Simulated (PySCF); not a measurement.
## Two-component Hartree-Fock for Cd¹⁷⁺ (cadmium, charge +17)

Start: [Ar] 3d10 4s2 4p1; 4p1/2 filled at m_j = +1/2. Calculated with PySCF 2.14 in an even-tempered Gaussian basis (18 s from 0.94 bohr⁻², ratio 2.8; 13 p from 1.2 bohr⁻², ratio 2.8; 9 d from 2.2 bohr⁻², ratio 2.8; 4 f from 6.4 bohr⁻², ratio 3): generalised Hartree-Fock with the X2C-1e Hamiltonian and a Gaussian nucleus; spin-orbit coupling (SO) screened by Boettger's factors.

| spinor shell | electrons | ε, screened SO (eV) | weight of nominal j (screened SO) | rms radius, screened SO (bohr) |
| --- | --- | --- | --- | --- |
| 1s1/2 | 2 | -27298.1 | 1.000 | 0.0348 |
| 2s1/2 | 2 | -4519.1 | 1.000 | 0.142 |
| 2p1/2 | 2 | -4228.9 | 1.000 | 0.123 |
| 2p3/2 | 4 | -4033.2 | 1.000 | 0.128 |
| 3s1/2 | 2 | -1221.7 | 1.000 | 0.378 |
| 3p1/2 | 2 | -1104.1 | 1.000 | 0.371 |
| 3p3/2 | 4 | -1066.1 | 1.000 | 0.382 |
| 3d3/2 | 4 | -862.10 | 1.000 | 0.355 |
| 3d5/2 | 6 | -854.35 | 1.000 | 0.358 |
| 4s1/2 | 2 | -485.75 | 0.999 | 0.832 |
| 4p1/2 | 1 | -448.73 | 1.000 | 0.860 |

```json
{"quantity": "E (hartree)", "screened SO": "-5479.89518"}
{"quantity": "M_J", "screened SO": "1/2"}
{"quantity": "⟨J²⟩", "screened SO": "0.754"}
{"quantity": "⟨L²⟩", "screened SO": "2.019"}
{"quantity": "⟨S²⟩", "screened SO": "0.762"}
```

Each row is a mean over spinors that exchange with the open shell spreads, by up to 3.146 eV (3p1/2).

Breit and QED terms are absent; they matter most for the inner s and p1/2 levels.

Densities and radii are taken from the X2C orbitals without a picture-change correction, which distorts them close to the nucleus.
